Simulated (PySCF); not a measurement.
A calculated (B97-3, PySCF 2.14, aug-cc-pVQZ with one added diffuse shell each of s, p, d, f, g type, the non-relativistic Hamiltonian (point nucleus)) atom or ion has these occupied shells.

| shell | electrons | orbital energy (eV) | rms radius, mean of both spins (bohr) |
| --- | --- | --- | --- |
| 1s α | 1 | -124.26 | 0.486 |
| 1s β | 1 | -124.08 | 0.486 |
| 2p α | 1 | -11.833 | 2.57 |

Question: Name the element and its charge.

Answer: Be⁺ (beryllium, charge +1), in [He] 2p1, 2P determinant (an excited configuration).
